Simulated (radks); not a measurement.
Question: Species: Gd2+. Configuration: [Xe] 4f7 5d1. Calculated with a radial shooting solver on a logarithmic mesh with Libxc functionals: Dirac Kohn-Sham, PBE, spin-unpolarised, spherical densities, point nucleus; open shells fill j = l - 1/2 first.

Spin-orbit splittings of the eigenvalues, e(l+1/2) - e(l-1/2), with zeta = 2 splitting/(2l+1) and mean radii in bohr:

| shell | occ. | splitting (eV) | zeta (eV) | <r> j=l-1/2 | <r> j=l+1/2 |
|---|---|---|---|---|---|
| 2p | 6 | ? | ? | 0.07746 | 0.08430 |
| 3p | 6 | 142.7 | 95.16 | 0.2336 | 0.2467 |
| 3d | 10 | 31.10 | 12.44 | 0.2187 | 0.2228 |
| 4p | 6 | 31.75 | 21.17 | 0.5648 | 0.5943 |
| 4d | 10 | 5.739 | 2.296 | 0.6302 | 0.6406 |
| 4f | 7 | 0.7540 | 0.2154 | 0.8575 | 0.8697 |
| 5p | 6 | 4.370 | 2.914 | 1.490 | 1.582 |
| 5d | 1 | 0.3573 | 0.1429 | 2.346 | 2.395 |

Estimate the 2p splitting.

Answer: 695.9 eV (zeta = 463.9 eV).
